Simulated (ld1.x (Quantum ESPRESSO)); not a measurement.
# Before and after: TM potential for S (Z = 16)

sulfur, norm-conserving Troullier–Martins (Kleinman–Bylander form), made with ld1.x (Quantum ESPRESSO) 7.5 (PBE, fully relativistic). Core [Ne], reference 3s2 3p4. Waves: 3s (bound): rc 1.00 bohr; 3d channel at -0.15 Ry: rc 1.15 bohr; 3p (bound): rc 1.25 bohr. Local part: the p channel. Core correction: none.

Open shells are filled in proportion to 2j + 1 (rel_dist='average').

All-electron outer shells of the reference configuration (PBE, scalar-relativistic, ld1.x):

```tsv
shell	level (eV)	outermost node (bohr)	outermost maximum (bohr)
2s	-211.71	0.13	0.39
2p	-156.51	–	0.33
3s	-17.26	0.60	1.40
3p	-7.01	0.58	1.61
```

Change: functional LDA (PZ).

Cutoffs: the cutoffs (Ry, on a coarse ladder) from which the occupation-weighted sum of valence levels, in a spherical-Bessel basis at the reference potential, stays within 10 and 1 mRy of its value at 400 Ry; they do not see the model core or the augmentation charge, which bear on the density cutoff. Errors are all-electron minus pseudo energies relative to the spin-unpolarised reference configuration.

Q: Predict the effect on cutoff, ghosts and configuration errors.

A: The potential gets neither clearly harder nor softer (90 Ry and 230 Ry → 90 Ry and 230 Ry); of the 7 tests that both files solve, the error grows in 5 and shrinks in 1 by more than 15 % and 0.3 meV (median size 23.7 → 9.6 meV); neither file shows a bound ghost.

| quantity | base | changed |
| --- | --- | --- |
| cutoff, loose | 90 Ry | 90 Ry |
| cutoff, tight | 230 Ry | 230 Ry |
| bound ghosts | none | none |
| largest miss of a reference level, eV | 0.06 | 0.06 |
| error for 3s2 3p3, meV [ΔE 11.77 → 11.86 eV] | +4.9 | +6.6 |
| error for 3s2 3p2, meV [ΔE 34.05 → 34.24 eV] | +32 | +44 |
| error for 3s2 3p1, meV [ΔE 68.09 → 68.39 eV] | +117 | +160 |
| error for 3s2 3p4.3, meV [ΔE -1.71 → -1.74 eV] | +0.1 | +0.1 |
| error for 3s2 3p0, meV [ΔE 114.89 → 115.38 eV] | +330 | +442 |
| error for 3s1 3p5, meV [ΔE 10.31 → 10.24 eV] | +24 | +9.6 |
| error for 3s2 3p3.5, meV [ΔE 4.66 → 4.71 eV] | +1.0 | +1.3 |
| s: phases at 1.34 bohr within 0.05 rad from the reference energy up to (Ry; the scan ends near 5) | 2.4 | 2.3 |
| p1/2: phases at 1.34 bohr within 0.05 rad from the reference energy up to (Ry; the scan ends near 5) | to the end of the scan | to the end of the scan |
| p3/2: phases at 1.34 bohr within 0.05 rad from the reference energy up to (Ry; the scan ends near 5) | to the end of the scan | to the end of the scan |
| d3/2: phases at 1.34 bohr within 0.05 rad from the reference energy up to (Ry; the scan ends near 5) | to the end of the scan | to the end of the scan |
| d5/2: phases at 1.34 bohr within 0.05 rad from the reference energy up to (Ry; the scan ends near 5) | to the end of the scan | to the end of the scan |
